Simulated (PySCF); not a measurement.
# MMg for M along group 12

CCSD(T) with double-zeta basis sets in PySCF, for the lowest determinant that a PBE0 search found; no spin–orbit coupling. De refers to high-spin ground-configuration atoms.

```csv
M,basis,"reference, frozen orbitals",state (unpaired electrons),Re (Å),ωe (cm⁻¹),De (eV)
Zn,def2-SVP,"RHF, 6",singlet (closed shell),3.747,46.4,0.06
Cd,def2-SVPD,"RHF, 1",singlet (closed shell),4.045,32.0,0.04
Hg,def2-SVP,"RHF, 1",singlet (closed shell),4.148,29.8,0.04
```

The shortest bond is that of MgZn (3.747 Å), the longest that of MgHg (4.148 Å).

The rows differ in basis set, which adds steps of its own.

Down a group the atoms grow and get heavier, so bonds lengthen and wavenumbers fall; this series shows no clear exception.

Correlated steps freeze the inner cores (1 to 6 orbitals); shallow outer-core shells are correlated. Weak bonds: MgCd, MgHg, MgZn. Basis-set superposition, not corrected here, can be much of De in a small basis, most of all at correlated wavefunction levels. Spin–orbit coupling is left out.
